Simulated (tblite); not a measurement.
Compound: C5H11Si2 (doublet state).
Numbering: `[CH3:1]/[CH:2]=[CH:3]\[C@H:4]1[SiH:5][CH2:6][SiH2:7]1` (hydrogens: H8, H9, H10 on C1; H11 on C2; H12 on C3; H13 on C4; H14 on Si5; H15, H16 on C6; H17, H18 on Si7)
Bond orders are those of one Lewis drawing.

Computed with GFN2-xTB (tblite), gas phase: L-BFGS steps from a force-field or distance-geometry start until the largest atomic force falls under 0.01 eV/Å.

Step 99: E = -534.5267 eV
```
atom  x, y, z in Å  |  force x, y, z in eV/Å
C1     -2.6858   -0.5109   -0.3006   -0.045  -0.028   0.002
C2     -2.0193    0.3723    0.7035    0.006   0.021   0.040
C3     -0.7172    0.3623    0.9726    0.008  -0.007   0.009
C4      0.2734   -0.5139    0.3124   -0.001  -0.014   0.001
Si5     0.8436    0.3090   -1.3727   -0.003  -0.004  -0.003
C6      2.5971    0.4997   -0.5980    0.017  -0.031  -0.016
Si7     2.0776   -0.4808    0.9697    0.008  -0.005   0.022
H8     -1.9791   -0.8732   -1.0444    0.006   0.008   0.029
H9     -3.1408   -1.3706    0.1953   -0.008  -0.014  -0.026
H10    -3.4753    0.0323   -0.8151   -0.047   0.019   0.008
H11    -2.6706    1.0471    1.2439   -0.005  -0.001  -0.028
H12    -0.3286    1.0771    1.6879    0.011   0.004   0.000
H13    -0.1450   -1.5145    0.2018    0.026   0.001  -0.021
H14     0.1452    1.5634   -1.6930    0.004   0.024  -0.013
H15     3.4155    0.0685   -1.1690    0.021   0.012   0.033
H16     2.8662    1.5370   -0.4000    0.010  -0.034  -0.011
H17     2.2976    0.2333    2.2292   -0.033   0.006   0.003
H18     2.6366   -1.8316    1.0704    0.025   0.043  -0.028
```

Step 100: E = -534.5274 eV
```
atom  x, y, z in Å  |  force x, y, z in eV/Å
C1     -2.6896   -0.5183   -0.2928   -0.038  -0.020   0.007
C2     -2.0213    0.3747    0.7022   -0.002  -0.003   0.007
C3     -0.7183    0.3686    0.9657    0.019  -0.005  -0.008
C4      0.2706   -0.5086    0.3052    0.008  -0.020   0.005
Si5     0.8521    0.3177   -1.3749   -0.024  -0.001  -0.011
C6      2.6035    0.4991   -0.5944    0.023  -0.004  -0.020
Si7     2.0731   -0.4840    0.9674    0.021  -0.023   0.031
H8     -1.9857   -0.8821   -1.0381    0.017   0.015   0.017
H9     -3.1335   -1.3789    0.2113   -0.028  -0.003  -0.027
H10    -3.4844    0.0178   -0.8073   -0.045   0.003   0.025
H11    -2.6714    1.0525    1.2386   -0.021   0.011  -0.011
H12    -0.3277    1.0887    1.6734    0.020   0.019   0.016
H13    -0.1525   -1.5068    0.1910    0.039  -0.001  -0.026
H14     0.1539    1.5739   -1.6924    0.015   0.016  -0.011
H15     3.4243    0.0702   -1.1640    0.009   0.002   0.038
H16     2.8746    1.5353   -0.3913    0.003  -0.038  -0.010
H17     2.2917    0.2219    2.2315   -0.034   0.012   0.005
H18     2.6317   -1.8354    1.0630    0.019   0.039  -0.028
```

Problem. Estimate the geometry and energy of step 101. (The exact step hangs on the optimiser's Hessian estimate; all steps are aligned on step 100, rigid shifts and turns removed.)

Solution. E = -534.5284 eV, largest force 0.076 eV/Å
```
atom  x, y, z in Å  |  force x, y, z in eV/Å
C1     -2.6958   -0.5278   -0.2836    0.000  -0.009   0.006
C2     -2.0237    0.3751    0.7008   -0.001   0.010  -0.010
C3     -0.7192    0.3746    0.9578    0.016   0.021  -0.011
C4      0.2683   -0.5037    0.2979    0.014  -0.028   0.008
Si5     0.8609    0.3269   -1.3772   -0.031   0.009  -0.014
C6      2.6108    0.4989   -0.5900    0.004   0.000  -0.013
Si7     2.0688   -0.4864    0.9658    0.035  -0.064   0.023
H8     -1.9953   -0.8915   -1.0322    0.018   0.019   0.009
H9     -3.1269   -1.3896    0.2290   -0.051   0.001  -0.025
H10    -3.4964    0.0023   -0.7954   -0.051  -0.013   0.036
H11    -2.6717    1.0612    1.2288   -0.024   0.002   0.006
H12    -0.3265    1.1035    1.6562    0.011   0.005   0.004
H13    -0.1598   -1.4992    0.1788    0.056  -0.003  -0.027
H14     0.1654    1.5868   -1.6904    0.025   0.004  -0.009
H15     3.4347    0.0720   -1.1557    0.007  -0.021   0.024
H16     2.8850    1.5325   -0.3818   -0.003  -0.005  -0.002
H17     2.2849    0.2102    2.2345   -0.032   0.018   0.014
H18     2.6277   -1.8396    1.0508    0.006   0.054  -0.020
```

The energy changes by -0.0010 eV. The first-order estimate −F·Δx gives -0.0014 eV and the mean of the old and new forces, exact on a quadratic surface, -0.0010 eV. The step makes an angle of 82° with the force vector and moves no atom by more than 0.023 Å.

What follows is the cost of the whole relaxation. The run took 1.5 s on one thread of an Intel Xeon at 2.60 GHz, shared host with 128 logical CPUs at a one-minute load of 14.
